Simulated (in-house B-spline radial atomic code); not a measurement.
Successive ionisation energies of iridium; each step leads to the configuration of the next row (after the last: [Ar] 3d10 4s2 4p5). Dirac energy differences include first-order Breit, QED and recoil terms. NIST's values go from ground level to ground level; the uncertainty of those that are theory runs from under 0.1 % in few-electron ions to several per cent in heavy many-electron ones. Computed with an all-electron radial atomic-structure program (B-spline basis): Dirac-Hartree-Fock, average of the configuration, finite nuclei.

```csv
ion,configuration,ionisation energy (eV),tabulated value (eV),computed minus tabulated (eV),highest orbital,largest mean radius (bohr)
Ir22+,[Kr] 4d10 4f9,650.4,670,-19.6,4f7/2,0.45821
Ir23+,[Kr] 4d10 4f8,697.6,720,-22.4,4f7/2,0.45356
Ir24+,[Kr] 4d10 4f7,746.0,770,-24.0,4f7/2,0.44982
Ir25+,[Kr] 4d10 4f6,?,?,?,?,?
Ir26+,[Kr] 4d10 4f5,846.2,870,-23.8,4f7/2,0.44237
Ir27+,[Kr] 4d10 4f4,897.9,920,-22.1,4f7/2,0.43868
Ir28+,[Kr] 4d10 4f3,950.8,980,-29.2,4f7/2,0.435
Ir29+,[Kr] 4d10 4f2,1004.8,1030,-25.2,4f7/2,0.43136
Ir30+,[Kr] 4d10 4f1,1059.8,1080,-20.2,4f7/2,0.42774
Ir31+,[Kr] 4d10,1339.3,1331,8.3,4d5/2,0.42416
Ir32+,[Kr] 4d9,1392.7,1381,11.7,4d5/2,0.42059
Ir33+,[Kr] 4d8,?,?,?,?,?
Ir34+,[Kr] 4d7,?,?,?,?,?
Ir35+,[Kr] 4d6,1556.8,1548,8.8,4d5/2,0.41251
Ir36+,[Kr] 4d5,1612.8,1603,9.8,4d5/2,0.41024
Ir37+,[Kr] 4d4,1669.4,1684,-14.6,4d5/2,0.40799
Ir38+,[Kr] 4d3,1726.6,1739,-12.4,4d5/2,0.40577
Ir39+,[Kr] 4d2,1784.5,1801,-16.5,4d5/2,0.40356
Ir40+,[Kr] 4d1,1843.0,1857,-14.0,4d5/2,0.40138
Ir41+,[Ar] 3d10 4s2 4p6,2121.5,2083,38.5,4p3/2,0.39921
```

(1) Fill in the row of Ir25+.

(2) Fill in the row of Ir33+.

(3) Fill in the row of Ir34+.

Where a p, d or f electron is removed, the computed value is a mean over both j, so it misses the tabulated one by a part of the spin-orbit splitting; averaging over terms and missing correlation add to the gap, relatively most at low charge.

## Answers

(1) ionisation energy (eV): 795.5; tabulated value (eV): 820; computed minus tabulated (eV): -24.5; highest orbital: 4f7/2; largest mean radius (bohr): 0.44609.

(2) ionisation energy (eV): 1446.8; tabulated value (eV): 1436; computed minus tabulated (eV): 10.8; highest orbital: 4d5/2; largest mean radius (bohr): 0.41732.

(3) ionisation energy (eV): 1501.5; tabulated value (eV): 1493; computed minus tabulated (eV): 8.5; highest orbital: 4d5/2; largest mean radius (bohr): 0.41479.
